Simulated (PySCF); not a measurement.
Si(F)2(H)(NCO) (CHF2NOSi), SMILES O=C=N[SiH](F)F.

The structure is a stationary point at B3LYP-D3(BJ)/def2-SVP. The values are those of a single conformer.

These are SMD-ωB97X/6-31G* (PySCF) values and carry that method's errors.

Solvation free energies are E(SMD) − E(gas) at the gas-phase geometry, for 1 M in both phases. In vacuum the dipole moment is 1.46 D.

**Question.** Rank water, chloroform, 1-octanol by solvation free energy, most negative first.

**Answer.** chloroform (-0.9 kcal/mol), 1-octanol (0.8 kcal/mol), water (2.8 kcal/mol)
